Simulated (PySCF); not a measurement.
**Simulated absorption spectrum**

C6H9PSi.
SMILES: `[SiH3]c1cc(pcc1)C`

Method: TDDFT B3LYP/def2-SVPD, vertical, gas phase, core orbitals frozen in the response in PySCF. Geometry: GFN2-xTB; no solvent, vibrations or thermal averaging.

Each state is given a Gaussian of 0.4 eV full width at half maximum, with ε(max) = 2.175×10⁸ f / Δν̃ (Δν̃ the width in cm⁻¹). The width is an assumption, not a result. The curve ends short of the highest state used, and states not computed would add to its high-energy end.

| E (eV) | ε (L mol⁻¹ cm⁻¹) |
| --- | --- |
| 3.96 | 3 |
| 4.00 | 6 |
| 4.04 | 13 |
| 4.07 | 21 |
| 4.11 | 41 |
| 4.15 | 75 |
| 4.19 | 129 |
| 4.23 | 213 |
| 4.27 | 334 |
| 4.31 | 499 |
| 4.35 | 716 |
| 4.38 | 916 |
| 4.42 | 1239 |
| 4.46 | 1639 |
| 4.50 | 2137 |
| 4.54 | 2767 |
| 4.58 | 3567 |
| 4.62 | 4575 |
| 4.65 | 5478 |
| 4.69 | 6862 |
| 4.73 | 8385 |
| 4.77 | 9917 |
| 4.81 | 11284 |
| 4.85 | 12290 |
| 4.89 | 12771 |
| 4.92 | 12726 |
| 4.96 | 12114 |
| 5.00 | 10947 |
| 5.04 | 9387 |
| 5.08 | 7638 |
| 5.12 | 5908 |
| 5.16 | 4370 |
| 5.20 | 3148 |
| 5.23 | 2484 |
| 5.27 | 1971 |
| 5.31 | 1908 |
| 5.35 | 2321 |
| 5.39 | 3236 |
| 5.43 | 4664 |
| 5.47 | 6579 |
| 5.50 | 8281 |
| 5.54 | 10767 |
| 5.58 | 13274 |
| 5.62 | 15508 |

Problem. Where are the band maxima, and which computed states make them?

Solution. 253 nm (4.90 eV), ε about 13000, made up of S3 (92%) (ε in L mol⁻¹ cm⁻¹; maxima over ε = 5, shares over 10%). At its high-energy end, 5.62 eV, the curve is still rising (ε about 16000, from S5). The states used: S1 4.56 eV (f 0.020); S2 4.78 eV (f 0.016); S3 4.92 eV (f 0.175); S4 5.28 eV (f 0.0001); S5 5.71 eV (f 0.264); S6 5.91 eV (f 0.0001); S7 6.17 eV (f 0.0021); S8 6.22 eV (f 0.460).

Problem. On this curve, what absorbance would a 10⁻³ mol/L sample give at 308 nm over a 1 cm path?

Solution. 308 nm is 4.025 eV, where ε is about 9.6 L mol⁻¹ cm⁻¹, so A = ε c l ≈ 0.0096 (Beer–Lambert, with the gas-phase spectrum and the assumed width).

Problem. What would ε be at 4.90 eV, the highest of these maxima, with half the width (0.2 eV)?

Solution. About 24000 L mol⁻¹ cm⁻¹ against 12800, a factor of about 1.9; a lone state at its own centre would give exactly 2.

Problem. Coming from long wavelengths, where does ε first pass 100 L mol⁻¹ cm⁻¹?

Solution. At about 297 nm (4.17 eV), 0.39 eV below S1.

Hardware: an Arm Neoverse V1 with one thread, shared host with 32 logical CPUs at a one-minute load of 21. Cost: 68 s wall (with the writing of density and orbital grids), 0.92 GiB resident at most.
